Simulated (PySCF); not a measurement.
C₆H₁₂F₂GeO.
Numbering: `[F:1][CH:2]([F:3])[O:4][C@H:5]1[CH2:6][CH2:7][CH2:8][GeH2:9][CH2:10]1` (hydrogens: H11 on C2; H12 on C5; H13, H14 on C6; H15, H16 on C7; H17, H18 on C8; H19, H20 on Ge9; H21, H22 on C10)

Computed by this run: PBE0-D3(BJ)/def2-SVP geometry optimisation, gas phase (PySCF); density fitting, grid level 1; the optimiser is geomeTRIC in internal coordinates, started from a GFN2-xTB structure with every atom displaced at random (about 0.01 Å).

Step 0: E = -70378.0996 eV
```
atom  x, y, z in Å  |  force x, y, z in eV/Å
F1      2.4014   -0.4178    1.7338   -0.426   0.398  -0.499
C2      2.3898    0.6078    0.8018    1.844  -0.409   1.114
F3      2.7905    1.6982    1.4629    0.048   0.149   0.123
O4      1.2214    0.8576    0.2834   -1.612  -0.371  -0.769
C5      0.7697    0.0299   -0.8285    0.097   0.311   0.537
C6      0.2426   -1.3148   -0.3330   -0.357   0.628   0.311
C7     -0.6924   -1.2267    0.8650   -0.485   0.399  -0.744
C8     -1.9978   -0.5097    0.5408   -0.281   0.187   0.820
Ge9    -1.6469    1.2930   -0.1533   -0.258  -0.970  -1.029
C10    -0.2820    0.8607   -1.5253   -0.049  -0.146  -0.106
H11     3.1594    0.3358    0.0652    0.163  -0.113  -0.281
H12     1.6537   -0.1318   -1.4611    0.128  -0.067  -0.247
H13     1.0680   -1.9337   -0.0516    0.945  -0.692   0.163
H14    -0.2734   -1.8013   -1.1633   -0.076  -0.200  -0.323
H15    -0.2009   -0.7119    1.6772    0.482   0.259   0.526
H16    -0.9097   -2.2262    1.2209   -0.068  -0.664   0.185
H17    -2.5590   -1.0717   -0.2130   -0.148  -0.036  -0.285
H18    -2.6471   -0.4818    1.4443    0.176   0.085  -0.307
H19    -2.8650    1.8833   -0.8289   -0.513   0.159  -0.270
H20    -1.1819    2.2765    0.8471    0.445   0.639   0.796
H21     0.1697    1.7493   -1.9741    0.081   0.259  -0.016
H22    -0.6998    0.2621   -2.3604   -0.138   0.195   0.300
```

Step 1: E = -70378.3141 eV
```
atom  x, y, z in Å  |  force x, y, z in eV/Å
F1      2.4033   -0.5008    1.6241    0.198  -0.063   0.212
C2      2.5012    0.5625    0.7939   -0.790  -0.086  -0.435
F3      2.9206    1.6032    1.5057    0.029   0.009   0.024
O4      1.2773    0.8668    0.2814    0.468   0.084   0.160
C5      0.7867    0.0603   -0.7962    0.106   0.038   0.107
C6      0.2636   -1.2883   -0.2894    0.118  -0.128  -0.058
C7     -0.7156   -1.1965    0.8784    0.030  -0.070   0.160
C8     -2.0436   -0.5123    0.5558   -0.045   0.016  -0.149
Ge9    -1.7549    1.2615   -0.2363    0.098   0.217   0.151
C10    -0.2751    0.8970   -1.4913   -0.080   0.006  -0.029
H11     3.2366    0.3066    0.0069    0.070   0.043   0.015
H12     1.6375   -0.1216   -1.4850   -0.064  -0.027  -0.031
H13     1.1220   -1.9192    0.0075   -0.142   0.119  -0.019
H14    -0.2127   -1.8011   -1.1440    0.022   0.001  -0.004
H15    -0.2084   -0.6727    1.7071   -0.056  -0.029  -0.045
H16    -0.9114   -2.2205    1.2465    0.027   0.066  -0.029
H17    -2.6061   -1.1036   -0.1898    0.015   0.004   0.042
H18    -2.6800   -0.4470    1.4498   -0.022   0.017   0.036
H19    -3.0099    1.8025   -0.9742    0.147  -0.097   0.057
H20    -1.3050    2.2982    0.8305   -0.136  -0.144  -0.174
H21     0.1664    1.8222   -1.8886   -0.001   0.023   0.024
H22    -0.6822    0.3299   -2.3429    0.010   0.003  -0.015
```

Step 2: E = -70378.3300 eV
```
atom  x, y, z in Å  |  force x, y, z in eV/Å
F1      2.4804   -0.4868    1.6434   -0.102   0.002  -0.050
C2      2.5168    0.5548    0.7760   -0.191   0.106  -0.206
F3      2.9621    1.6101    1.4506    0.085   0.152   0.131
O4      1.2892    0.8655    0.2975    0.230  -0.232   0.160
C5      0.7870    0.0639   -0.7770    0.007   0.022  -0.032
C6      0.2578   -1.2859   -0.2781    0.018   0.013   0.000
C7     -0.7330   -1.2008    0.8832   -0.004  -0.022   0.014
C8     -2.0583   -0.5169    0.5430   -0.021  -0.001  -0.039
Ge9    -1.7585    1.2601   -0.2330    0.053   0.030   0.048
C10    -0.2703    0.9063   -1.4740   -0.026  -0.002  -0.003
H11     3.2362    0.2990   -0.0269   -0.027  -0.068  -0.015
H12     1.6311   -0.1219   -1.4716   -0.028  -0.031  -0.020
H13     1.1099   -1.9140    0.0240    0.001   0.018   0.024
H14    -0.2101   -1.7957   -1.1390    0.017   0.000   0.000
H15    -0.2409   -0.6791    1.7194    0.009   0.010   0.000
H16    -0.9292   -2.2251    1.2436    0.008   0.005  -0.005
H17    -2.6076   -1.1076   -0.2111   -0.005  -0.001   0.012
H18    -2.7094   -0.4541    1.4282    0.006   0.004   0.004
H19    -2.9955    1.7855   -0.9888   -0.014  -0.021  -0.027
H20    -1.3496    2.2913    0.8344   -0.031  -0.003  -0.009
H21     0.1724    1.8352   -1.8622    0.009   0.004   0.021
H22    -0.6702    0.3432   -2.3319    0.006   0.014  -0.007
```

Question: Estimate the geometry and energy of step 3. (The exact step hangs on the optimiser's Hessian estimate; all steps are aligned on step 2, rigid shifts and turns removed.)

Answer: E = -70378.3354 eV, largest force 0.097 eV/Å
```
atom  x, y, z in Å  |  force x, y, z in eV/Å
F1      2.4608   -0.4914    1.6423   -0.018  -0.018   0.027
C2      2.5192    0.5443    0.7685   -0.047   0.042  -0.054
F3      2.9954    1.5942    1.4377    0.024   0.025   0.005
O4      1.2979    0.8682    0.3005    0.069  -0.057   0.036
C5      0.7879    0.0724   -0.7739   -0.028   0.007  -0.052
C6      0.2637   -1.2773   -0.2721   -0.035   0.022   0.004
C7     -0.7301   -1.1947    0.8875   -0.019   0.006  -0.033
C8     -2.0588   -0.5198    0.5393    0.000  -0.010   0.009
Ge9    -1.7656    1.2593   -0.2335    0.014  -0.041  -0.008
C10    -0.2710    0.9160   -1.4681    0.009  -0.004   0.029
H11     3.2242    0.2592   -0.0378    0.005   0.002   0.013
H12     1.6265   -0.1170   -1.4737   -0.007  -0.010  -0.016
H13     1.1180   -1.8975    0.0351    0.029  -0.012   0.023
H14    -0.1985   -1.7922   -1.1327    0.008  -0.007  -0.001
H15    -0.2441   -0.6668    1.7231    0.016   0.011   0.004
H16    -0.9193   -2.2190    1.2495   -0.004  -0.013   0.006
H17    -2.6006   -1.1158   -0.2153   -0.010   0.001  -0.002
H18    -2.7147   -0.4589    1.4216    0.013  -0.001  -0.002
H19    -2.9999    1.7665   -1.0023   -0.041  -0.001  -0.039
H20    -1.3839    2.2939    0.8343    0.007   0.043   0.040
H21     0.1699    1.8481   -1.8509    0.013  -0.001   0.018
H22    -0.6667    0.3552   -2.3293    0.003   0.015  -0.007
```

The energy changes by -0.0054 eV. The first-order estimate −F·Δx gives -0.0089 eV and the mean of the old and new forces, exact on a quadratic surface, -0.0053 eV. The step makes an angle of 80° with the force vector and moves no atom by more than 0.043 Å.

The cost below is that of the whole optimisation. Hardware: one thread of an AMD EPYC 7R43, no GPU, shared host with 256 logical CPUs at a one-minute load of 60. Cost: 5.7 min of wall time, 1.0 GiB resident at most.
